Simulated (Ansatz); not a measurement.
Ge8AsH16, a doped cluster cut from the lattice of germanium (As on a surface site). The state is a doublet with charge 0. Geometry PBE-D4/def2-SVP, that of the charge +1 singlet; atoms count from 1.

```xyz
25

As    0.600    1.330    1.542
Ge    1.764   -2.171    0.031
Ge   -2.568   -0.906    0.629
Ge   -0.119    0.645   -2.226
Ge   -1.667    0.680    2.261
Ge    2.270   -0.474    1.722
Ge    0.608    2.397   -0.679
Ge    1.531   -1.163   -2.185
Ge   -2.403   -0.013   -1.642
H     1.049    2.395    2.538
H     0.472   -2.894    0.491
H     2.963   -3.153    0.078
H    -4.046   -1.116    1.046
H    -1.779   -2.229    0.803
H    -0.113    1.326   -3.626
H    -1.425    0.137    3.692
H    -2.386    2.053    2.306
H     2.135   -0.914    3.202
H     3.593    0.302    1.495
H     2.074    2.880   -0.822
H    -0.358    3.594   -0.487
H     2.906   -0.579   -2.604
H     1.092   -2.264   -3.185
H    -3.314    1.239   -1.743
H    -2.880   -1.102   -2.638
```

Question: Estimate the Mulliken populations from the PBE/def2-SVP orbitals of Ansatz.

Answer: 
| atom | charge (e) | spin (α − β) |
| --- | --- | --- |
| As1 | 0.13 | -0.11 |
| Ge2 | 0.06 | 0.02 |
| Ge3 | 0.06 | 0.01 |
| Ge4 | 0.00 | 0.03 |
| Ge5 | -0.03 | 0.33 |
| Ge6 | -0.03 | 0.33 |
| Ge7 | -0.03 | 0.33 |
| Ge8 | 0.08 | 0.00 |
| Ge9 | 0.08 | 0.00 |
| H10 | -0.05 | 0.12 |
| H11 | -0.03 | 0.00 |
| H12 | -0.02 | 0.01 |
| H13 | -0.02 | 0.01 |
| H14 | -0.03 | 0.00 |
| H15 | -0.01 | 0.00 |
| H16 | -0.01 | -0.01 |
| H17 | -0.02 | -0.01 |
| H18 | -0.01 | -0.01 |
| H19 | -0.02 | -0.01 |
| H20 | -0.01 | -0.02 |
| H21 | -0.01 | -0.02 |
| H22 | -0.03 | 0.00 |
| H23 | -0.03 | 0.01 |
| H24 | -0.03 | 0.00 |
| H25 | -0.03 | 0.01 |
Mulliken values and Mayer orders depend strongly on the basis.

Question: Where does the spin sit?

Answer: Summed by element: As -0.11, Ge 1.04, H 0.06, of 1 unpaired in all. Largest on single atoms: Ge7 0.33, Ge6 0.33, Ge5 0.33.

Question: And the Mayer bond orders between bonded heavy atoms (over 0.3)?

Answer: As1–Ge5 0.61 (2.47 Å); As1–Ge6 0.61 (2.47 Å); As1–Ge7 0.62 (2.46 Å); Ge2–Ge6 0.96 (2.45 Å); Ge2–Ge8 0.90 (2.45 Å); Ge3–Ge5 0.96 (2.45 Å); Ge3–Ge9 0.90 (2.45 Å); Ge4–Ge7 0.94 (2.45 Å); Ge4–Ge8 0.88 (2.45 Å); Ge4–Ge9 0.88 (2.45 Å).
